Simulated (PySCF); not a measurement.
Simulated Cl 2p region for `Cl[B](Cl)[GeH3]`, binding energy against the vacuum level.

Every computed line was given a Gaussian of 0.7 eV full width at half maximum and an area set by the number of equivalent atoms (split 2:1 within a doublet); the highest printed point is 100. Method: delta-SCF UKS SCAN, pcX-2 on the ionised atom, pcseg-1 elsewhere, spin-free X2C in PySCF.

binding energy (eV), intensity and a bar:
```
    205.7          0 
    205.8          1 
    205.9          3 #
    206.0          7 ##
    206.1         14 ####
    206.2         26 ########
    206.3         42 #############
    206.4         62 ###################
    206.5         82 ########################
    206.6         96 #############################
    206.7        100 ##############################
    206.8         93 ############################
    206.9         78 #######################
    207.0         58 #################
    207.1         39 ############
    207.2         23 #######
    207.3         12 ####
    207.4          6 ##
    207.5          3 #
    207.6          3 #
    207.7          5 #
    207.8         10 ###
    207.9         16 #####
    208.0         26 ########
    208.1         36 ###########
    208.2         45 #############
    208.3         50 ###############
    208.4         49 ###############
    208.5         44 #############
    208.6         34 ##########
    208.7         24 #######
    208.8         15 #####
    208.9          9 ###
    209.0          4 #
    209.1          2 #
    209.2          1 
    209.3          0
```

Question: Count the maxima, the lines and the sites behind this envelope.

Answer: The curve has 2 maxima (at 206.7 and 208.3 eV). Under it lie 2 lines from 1 inequivalent chlorine site, drawn as a 2p3/2, 2p1/2 pair.

Question: Decompose the envelope and assign each component. Numbering: `[Cl:1][B:2]([Cl:3])[GeH3:4]`.

Answer: 
| position (eV) | relative area | line | atoms | environment |
| --- | --- | --- | --- | --- |
| 206.69 | 1.33 | Cl 2p3/2 | Cl1/Cl3 | chlorine bonded to B |
| 208.34 | 0.67 | Cl 2p1/2 | Cl1/Cl3 | chlorine bonded to B |

Shake-up satellites, vibrational structure and lifetime widths aren't simulated. Topologically equivalent atoms share the value of their first member; where this conformer doesn't relate them by symmetry, their own values could differ. Spin–orbit coupling isn't in the SCF: each 2p doublet comes from a relaxed spin-free hole plus a matrix of the shell (mean-field spin–orbit coupling and the ground-state 2p splitting), with 2p3/2 averaged over its two sublevels. 2p1/2 minus 2p3/2 (ligand field included): Cl 1.65 eV. Isolated species at its PBE0-D3(BJ)/def2-SVP geometry, gas phase.
